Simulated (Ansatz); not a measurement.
Species: sum formula SiN$_{2}$H$_{4}$Cl$_{2}$, charge 0, multiplicity 1. SMILES: N[Si](N)(Cl)Cl
Coordinates optimised at B3LYP-D3(BJ)/def2-TZVP (Ansatz, an electronic-structure program):
```xyz
9

Si     0.0035    -0.3639     0.0078
Cl    -0.0753     0.8478    -1.6658
Cl     0.0581     0.9201     1.6277
N      1.3836    -1.3291     0.1763
N     -1.3574    -1.3621    -0.1183
H      1.5772    -2.0583    -0.4921
H      2.2193    -0.9647     0.6039
H     -2.1998    -1.0328    -0.5608
H     -1.5371    -2.0655     0.5810
```
Charge 0, spin multiplicity 1.

Property: atomisation energy (electronic, to ground-state atoms), in kJ/mol. Valence correlation only, unless marked. UHF or UKS for open shells. Spin-orbit coupling is left out. Non-relativistic. The coupled-cluster limit lacks core correlation, which all-electron functionals hold. Basis-set limits of correlation are two-point, X^-3; Hartree-Fock from the larger set. The bracket is a focal-point correction in the basis named.

```
level                               program  atomisation energy (kJ/mol)
---------------------------  --------------  ---------------------------
HF/cc-pV(Q+d)Z                       Ansatz                       2196.5
PBE0/def2-SVP                        Ansatz                       3093.8
LC-wPBE-D3(BJ)/def2-TZVPD    Ansatz + dftd3                       3161.5
wB97X/def2-TZVPD                     Ansatz                       3158.2
B2GP-PLYP-D3(BJ)/def2-TZVPD  Ansatz + dftd3                       3125.4
MP2/6-31G                            Ansatz                       2303.6
MP2/cc-pV(T+d)Z                      Ansatz                       3120.7
```

Q: Estimate the value at RI-MP2/CBS(aug-cc-pV(T+d)Z,aug-cc-pV(Q+d)Z)+[CCSD(T)-MP2]/aug-cc-pV(T+d)Z as computed with Ansatz.

A: 3179.2 kJ/mol, so MP2/cc-pV(T+d)Z differs from it by -58.5 kJ/mol.
